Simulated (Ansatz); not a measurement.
`B[CH]([AlH2])[SiH3]`, charge 0, multiplicity 1.

(1) Give a relaxed structure at PBE0-D4/def2-TZVP (Ansatz 0.2.0). (Best estimate.)

Results:

(1) The calculation gave: 
Cartesian coordinates in Å:
```
B 1.384 1.140 -0.062
C 0.425 0.239 0.672
Al -1.368 0.660 -0.173
Si 0.120 -1.467 0.034
H 1.623 0.953 -1.225
H 1.888 2.084 0.479
H 0.326 0.350 1.753
H -1.435 1.240 -1.640
H -2.597 0.562 0.817
H -1.246 -1.315 -0.696
H 1.028 -1.954 -1.027
H -0.149 -2.492 1.068
```
This is one stationary point; other conformers may exist.
